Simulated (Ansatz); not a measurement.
Z-matrix (Å, degrees):
```
Ge
Si 1 2.386
N 1 1.853 2 104.9
H 1 1.557 2 112.0 3 -123.3
H 1 1.542 2 114.5 3 115.7
O 2 1.645 1 108.5 3 22.9
N 2 1.702 1 107.7 3 144.9
O 2 1.646 1 113.5 3 -92.0
H 3 1.012 1 112.2 2 -55.3
H 3 1.011 1 114.2 2 -178.8
H 6 0.960 2 115.7 1 -84.2
H 7 1.007 2 120.0 1 -30.2
H 7 1.009 2 121.1 1 -177.6
H 8 0.958 2 116.7 1 -63.4
```

Total charge 0; spin multiplicity 1.

(1) List the ωB97M-V/def2-TZVPP orbital energies in eV (Ansatz 0.2.0). (Estimate.)

Answers

(1) Computed: Occupied: -10866.09, -1807.71, -1361.94, -1209.66, -1209.66, -1209.66, -526.04, -525.93, -394.14, -393.86, -173.73, -148.59, -122.98, -122.97, -122.95, -102.73, -102.72, -102.70, -35.83, -35.78, -35.74, -35.71, -35.70, -31.10, -30.43, -26.55, -25.87, -18.73, -17.62, -16.98, -16.33, -15.63, -15.43, -13.55, -13.05, -12.81, -12.43, -12.02, -11.56, -10.37, -9.85, -9.33. Lowest empty: 1.82, 2.10, 2.49, 3.31, 3.44, 3.55, 3.82, 3.92.
